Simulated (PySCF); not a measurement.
## Iridium: a sound run and one with changed settings

Sound run: Ir [Xe] 4f14 5d7 6s2, Ir⁺ [Xe] 4f14 5d7 6s1. Calculation: PySCF 2.14, in def2-SVP with the def2 core potential (60 electrons) (6s3p2d1f, 32 functions); a scalar-relativistic core potential. In the sound run the correlated levels freeze 5s2 5p6 outside the core potential. The sound run starts from symmetry-adapted Hartree-Fock orbitals and uses a fine grid where one is needed.

Changed run: initial guess minao, at most 50 SCF cycles, level shift 2.0 hartree.

| species | method | sound run (hartree) | changed run (hartree) | converged |
| --- | --- | --- | --- | --- |
| Ir | UHF | -103.43852 | -103.42062 | yes |
| Ir | M06-2X | -104.11735 | -104.11740 | no |
| Ir | TPSS | -104.21370 | -104.20535 | no |
| Ir⁺ | UHF | -103.17992 | -103.17992 | yes |
| Ir⁺ | M06-2X | -103.79465 | -103.77223 | no |
| Ir⁺ | TPSS | -103.89453 | -103.85637 | no |
| Ir⁺ | MP2 | -103.29672 | -103.23314 | yes |

The plain start fixes occupations by D2h representation alone, and Ir at UHF landed in another state (other ⟨L²⟩ or ⟨S²⟩). A level shift leaves the converged SCF energy unchanged but raises the virtual orbital energies, which shrinks MP2 if it is not removed.
